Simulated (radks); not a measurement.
Results of a calculation; reference values are marked as such.
Ru IX, configuration [Kr]. Code: a radial shooting solver on a logarithmic mesh with Libxc functionals. Model: scalar-relativistic Kohn-Sham, LB94 model potential, spin-unpolarised, spherical densities, finite nucleus; Fermi nuclear charge, rms radius 4.4809 fm.

Normalised radial functions P(r) = r R(r), r in bohr:

```
   r/bohr * 2s, o 3d (the largest magnitude, 2.77, reaches the edge; | marks zero, & curves that meet)
 0.002775                             o    *
 0.003556                             o     *
 0.004593                             o       *
 0.005934                             o        *
 0.007604                             o          *
 0.009822                             o           *
  0.01269                             o            *
  0.01626                             o             *
    0.021                             o            *
  0.02713                             o          *
  0.03477                             |o    *
  0.04491                             *o
  0.05801                    *        | o
  0.07434           *                 |  o
  0.09603     *                       |    o
    0.124  *                          |       o
    0.159     *                       |          o
   0.2053            *                |             o
   0.2631                   *         |               o
   0.3399                         *   |               o
   0.4391                            *|            o
   0.5626                             *         o
   0.7268                             *    o
   0.9388                             * o
    1.203                             *o
    1.554                             &
    2.007                             &
    2.572                             &
    3.323                             &
```

2s: eigenvalue -3331.7 eV, 1 radial node at r = 0.0442 bohr, <r> = 0.145 bohr, 90 % of the charge inside 0.224 bohr. 3d: eigenvalue -426.81 eV, 0 radial nodes, <r> = 0.381 bohr, 90 % of the charge inside 0.605 bohr.
